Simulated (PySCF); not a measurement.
CH8GeOSi, SMILES C[SiH2][O][GeH3].

Geometry optimised at TPSSh-D3(BJ)/def2-SVP. This is a generated structure with no PubChem entry under its InChIKey; it may be hypothetical. One conformer was computed; it need not be the lowest.

Two levels are set side by side: PBE/def2-TZVP (PySCF) and r2SCAN/def2-TZVP (PySCF). Same geometry, gas phase. Differences are taken from unrounded values.

| quantity | r2SCAN |
|---|---|
| orbital gap (eV) | 6.63 |
| highest occupied level (eV) | -7.15 |
| lowest empty level (eV) | -0.51 |
| dipole moment (D) | 0.37 |
| mean polarisability (bohr³) | 72.1 |

What does PBE give, and how far is it from r2SCAN? (An estimate is asked for; the answer gives what the named calculation found.)


```json
[
 {"quantity": "orbital gap (eV)", "PBE": "5.93", "PBE minus r2SCAN": "-0.70"},
 {"quantity": "highest occupied level (eV)", "PBE": "-6.79", "PBE minus r2SCAN": "0.35"},
 {"quantity": "lowest empty level (eV)", "PBE": "-0.86", "PBE minus r2SCAN": "-0.35"},
 {"quantity": "dipole moment (D)", "PBE": "0.34", "PBE minus r2SCAN": "-0.03"},
 {"quantity": "mean polarisability (bohr³)", "PBE": "74.4", "PBE minus r2SCAN": "2.3"}
]
```

Rough cost on one machine, each run with all the roots and properties that it gave: r2SCAN against PBE about 3 times.
